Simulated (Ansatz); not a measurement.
The cluster B6N, relaxed as a doublet with UKS B3LYP-D4/def2-SVP in Ansatz, starting from the GFN2-xTB geometry. Force threshold 0.02 eV/Å.

Another isomer (doublet) lies 0.19 eV lower at PBE0-D4/def2-TZVP; other spin states weren't run for this one.

Start:

Cartesian coordinates in Å:
```
N 0.048 -1.488 0.836
B 0.619 1.198 -1.090
B 1.459 -0.032 -0.893
B -1.479 0.673 0.533
B -0.710 1.518 -0.442
B 1.056 -1.180 0.031
B -0.994 -0.689 1.026
```

| step | energy (eV) | largest force component (eV/Å) | SCF passes |
| --- | --- | --- | --- |
| 1 | -5536.5110 | 2.655 | 68 |
| 2 | -5536.9594 | 1.675 | 49 |
| 3 | -5537.3779 | 1.072 | 39 |
| 4 | -5537.4970 | 0.559 | 30 |
| 5 | -5537.5209 | 1.112 | 32 |
| 6 | -5537.5496 | 0.127 | 29 |
| 7 | -5537.5556 | 0.064 | 33 |
| 8 | -5537.5609 | 0.169 | 35 |
| 9 (rejected) | -5537.4974 | 1.304 | 45 |
| 10 | -5537.5750 | 0.602 | 37 |
| 11 | -5537.5768 | 0.207 | 38 |
| 12 | -5537.5828 | 0.085 | 39 |
| 13 | -5537.5836 | 0.026 | 38 |
| 14 | -5537.5836 | 0.002 | 23 |

Force components are those of the run's own axes.

End:

Cartesian coordinates in Å:
```
N 0.0662 -1.8293 1.0273
B 0.7267 1.5178 -1.3416
B 1.0560 0.1560 -0.7522
B -1.2328 0.5763 0.4349
B -0.5854 1.5757 -0.5542
B 0.8184 -1.1450 0.1567
B -0.8492 -0.8515 1.0290
```

Bonds formed: B6–B7 (atoms count from 1).

No frequencies were taken in this run, so the end may be a saddle point.

It took 23 s on 4 threads of Arm Neoverse V1 on a shared host.
